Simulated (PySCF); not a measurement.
# One molecule, several mistakes: B2CH6N cation

These are calculations, not measurements. The program is PySCF 2.14.0, an open-source quantum chemistry code, run on an isolated molecule that a program drew, which may never have been made. The molecule is B2CH6N cation (charge +1, singlet), drawn as the SMILES string `[BH+]CBN`.

Each row is a Hartree-Fock (HF) and frozen-core CCSD(T) single point in the cc-pVDZ basis, meant for a local HF minimum. Run 1 is clean. Each other run has one planted mistake out of seven kinds, and not every kind appears here: one electron removed, one electron added, multiplicity raised by two, geometry at a saddle point, minimal basis STO-3G, one bond length entered in bohr, all coordinates scaled. The reference is restricted for singlets and unrestricted otherwise, and also for a bond in bohr. Adding or removing an electron swaps singlet and doublet. Electrons count all cores. HOMO and LUMO are orbital energies over both spins, the gradient is its largest component, and the lowest frequency (negative if imaginary) is given only where the gradient is small. Bond lengths are over the 9 bonds as drawn. T1 is the CCSD diagnostic: over 0.02 (restricted) or 0.045 (unrestricted) a single reference is doubtful.

Geometry of the clean run:
```xyz
10
B2CH6N cation, angstrom
B     0.8288   -1.5781    0.7467
C     0.9310   -0.1912    0.3064
B    -0.0711    0.1634   -0.9633
N     0.4467    0.7438   -2.0886
H     0.7261   -2.6979    1.0860
H     0.5731    0.4232    1.1521
H     1.9832    0.0522    0.1084
H    -1.2311   -0.0833   -0.8447
H     1.4076    0.9848   -2.2276
H    -0.1419    1.0105   -2.8542
```

```
run  electrons  basis functions  <S^2>  HOMO (eV)  LUMO (eV)  gradient (hartree/bohr)  lowest frequency (cm^-1)  mean bond (Å)  longest bond (Å)      T1  HF (hartree)  CCSD(T) (hartree)                          mistake
  1         28               86  0.000     -16.43      -4.24                  4.3e-05                        69         1.2282             1.656  0.0161    -144.94658         -145.45854                         no fault
  2         28               86  0.000     -15.62      -4.44                  6.5e-02                         -         1.3375             1.803  0.0200    -144.88571         -145.41481           all coordinates scaled
  3         29               86  0.764      -6.29       2.76                  5.6e-02                         -         1.2282             1.656  0.0144    -145.13879         -145.66212               one electron added
  4         28               86  0.000     -13.91      -4.60                  5.5e-02                         -         1.3919             3.129  0.0181    -144.82979         -145.34829  one bond length entered in bohr
  5         28               26  0.000     -15.25      -2.03                  3.3e-02                         -         1.2282             1.656  0.0214    -143.17890         -143.40822                                ?
  6         27               86  0.757     -24.19     -12.37                  1.3e-01                         -         1.2282             1.656  0.0124    -144.42946         -144.88422                                ?
```

**Which mistake was planted in run 5, and what did it cost?**

It has 26 basis functions where the clean run has 86, with the same electrons and geometry. So the mistake is: minimal basis STO-3G. Subtracting run 1 and multiplying by 627.51 kcal/mol a hartree, the energy moved by 1109.2 kcal/mol in HF and 1286.6 kcal/mol in CCSD(T).

**Which mistake was planted in run 6, and what did it cost?**

It counts 27 electrons, one fewer than the clean run, at the same geometry and basis. So the mistake is: one electron removed. Subtracting run 1 and multiplying by 627.51 kcal/mol a hartree, the energy moved by 324.5 kcal/mol in HF and 360.4 kcal/mol in CCSD(T).

Cautions from the logs. Run 5: T1 is over the limit, so its CCSD(T) energy is less reliable.
